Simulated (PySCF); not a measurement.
Breaking a bond: OH (cation, charge +1), triplet.

UCCSD(T) = CCSD(T) on UHF/6-31G, 1 core orbital frozen (PySCF); CASSCF(6,5)/6-31G (PySCF); ROKS-CAM-B3LYP = PySCF 2.14.0 with restricted open-shell CAM-B3LYP/6-31G; ROHF/6-31G (PySCF).

Energies are in kJ/mol, each relative to the lowest point of its own curve near equilibrium.

| R / Å | UCCSD(T) | CASSCF(6,5) | ROKS-CAM-B3LYP | ROHF |
|---|---|---|---|---|
| 0.78 | 214.4 | 207.7 | 220.1 | 186.3 |
| 0.83 | 122.6 | 117.6 | 127.1 | 100.4 |
| 0.88 | 63.4 | 59.8 | 66.6 | 46.9 |
| 0.94 | 22.4 | 20.3 | 24.2 | 12.6 |
| 0.96 | 14.2 | 12.5 | 15.6 | 6.5 |
| 1.01 | 2.3 | 1.8 | 2.9 | 0.0 |
| 1.04 | 0.0 | 0.0 | 0.2 | 0.8 |
| 1.06 | 0.0 | 0.4 | 0.0 | 2.8 |
| 1.10 | 3.0 | 4.0 | 2.8 | 9.9 |
| 1.13 | 7.4 | 8.8 | 7.0 | 17.1 |
| 1.21 | 24.8 | 27.4 | 24.8 | 42.1 |
| 1.27 | 41.4 | 44.6 | 42.0 | 63.9 |
| 1.39 | 77.9 | 82.5 | 80.6 | 109.9 |
| 1.54 | 124.1 | 130.0 | 129.7 | 165.7 |
| 1.69 | 167.3 | 174.5 | 175.6 | 215.8 |
| 1.85 | 209.0 | 217.4 | 219.3 | 261.8 |
| 2.06 | 256.2 | 265.0 | 267.7 | 310.7 |
| 2.27 | 295.1 | 301.7 | 306.4 | 347.5 |
| 2.54 | 333.7 | 332.1 | 343.7 | 380.4 |
| 2.81 | 360.6 | 347.7 | 370.0 | 401.0 |
| 3.11 | 378.7 | 355.5 | 389.4 | 414.3 |
| 3.60 | 389.5 | 359.5 | 406.8 | 424.3 |
| 4.19 | 391.7 | 360.3 | 414.9 | 428.4 |

At the longest distance, 4.19 Å, ROHF lies highest above its minimum (428.4 kJ/mol) and CASSCF(6,5) lowest (360.3 kJ/mol).

The unrestricted determinant behind UCCSD(T) is spin-contaminated at 1.39 to 4.19 Å (<S²> up to 3.0, against 2.00 for a pure triplet). At the longest distance ROKS-CAM-B3LYP leaves fractional charges on the fragments, a sign of delocalisation error or of the restricted form.
